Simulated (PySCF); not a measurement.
Ligands exchanged one at a time, Sn F-H. Isolated molecules, 0 K electronic values unless said otherwise. Strings in code marks are SMILES.

The numbers are results of PBE-D3(BJ)/def2-TZVP // PBE0-D3(BJ)/def2-TZVP in PySCF, not measurements. Excitations are Tamm–Dancoff values on a coarser integration grid. The basis has no diffuse functions, so Rydberg states are missing or too high.

```tsv
species	LUMO (eV)	S1 oscillator strength	dipole moment (D)	T1 excitation (TDA) (eV)
0 of 4 F replaced by H	-4.61	[?]	0.00	–
1 of 4 F replaced by H (`[F][SnH]([F])[F]`)	-3.16	0.000	3.12	5.69
2 of 4 F replaced by H	-1.95	0.050	3.21	5.83
3 of 4 F replaced by H	-1.61	0.002	[?]	[?]
4 of 4 F replaced by H (`[SnH4]`)	[?]	–	0.00	–
```

Task: Complete the blanks.

Result: 
- 0 of 4 F replaced by H, S1 oscillator strength: 0.000
- 3 of 4 F replaced by H, dipole moment (D): 2.56
- 3 of 4 F replaced by H, T1 excitation (TDA) (eV): 6.06
- 4 of 4 F replaced by H (`[SnH4]`), LUMO (eV): -0.29
